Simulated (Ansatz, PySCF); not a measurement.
Gas-phase reaction (SMILES): BBr (BH2Br) [bromoborane] + O (H2O) → BO (H3BO) [borinic acid] + Br (HBr); water cleaves one B-Br bond, a model of a ligand-exchange step.

Each molecule is optimised on its own at B3LYP-D3(BJ)/def2-TZVP (Ansatz, a quantum-chemistry and plane-wave program), one conformer each, not searched for the lowest. Valence correlation only, unless marked. No spin-orbit coupling. The frozen core is the preceding noble-gas configuration, with the filled d and f shells of earlier blocks. Non-relativistic. CBS(X,Y): correlation extrapolated as X^-3; Hartree-Fock from the larger set. Thermal terms are rigid-rotor harmonic-oscillator values from B3LYP-D3(BJ) frequencies (Ansatz or PySCF) at 298.15 K and 1 atm. 1 Eh = 627.5095 kcal/mol.

| species | E, CCSD(T)/CBS(aug-cc-pVTZ,aug-cc-pVQZ) (Ansatz) (Eh) | E, B3LYP-D3(BJ)/def2-TZVPD (Ansatz + dftd3) (Eh) | H - E (Eh) | G - E (Eh) |
|---|---|---|---|---|
| BBr (BH2Br) | -2598.68540 | -2600.26372 | 0.02466 | -0.00325 |
| O (H2O) | -76.37513 | -76.46738 | 0.02495 | 0.00353 |
| BO (H3BO) | -101.79840 | -101.96285 | 0.03929 | 0.01314 |
| Br (HBr) | -2573.28283 | -2574.79060 | 0.00927 | -0.01328 |

Problem. Work out ΔE and ΔH, ΔG, ΔS and the equilibrium constant at 298.15 K at the first level, then ΔH at the second.

Solution. 
1. ΔE = [(-101.79840) + (-2573.28283)] - [(-2598.68540) + (-76.37513)] = -0.02070 Eh = -13.0 kcal/mol at CCSD(T)/CBS(aug-cc-pVTZ,aug-cc-pVQZ).
2. The terms H - E add up to -0.00105 Eh, so ΔH = (-0.02070 + (-0.00105))×627.5095 = -13.6 kcal/mol.
3. The terms G - E add up to -0.00042 Eh, so ΔG = -13.3 kcal/mol, and ΔS = (-0.00105 - (-0.00042))×627509.5/298.15 = -1.3 cal/(mol K).
4. log10 K = -ΔG/(RT ln 10) = 9.7, with RT ln 10 = 1.3642 kcal/mol.
5. At B3LYP-D3(BJ)/def2-TZVPD the same steps give ΔE = -14.0 and ΔH = -14.7 kcal/mol, a shift of -1.1 from the first level.
6. These values are not checked against measurement here, since the tables used lack a sound gas-phase enthalpy of formation for at least one species.
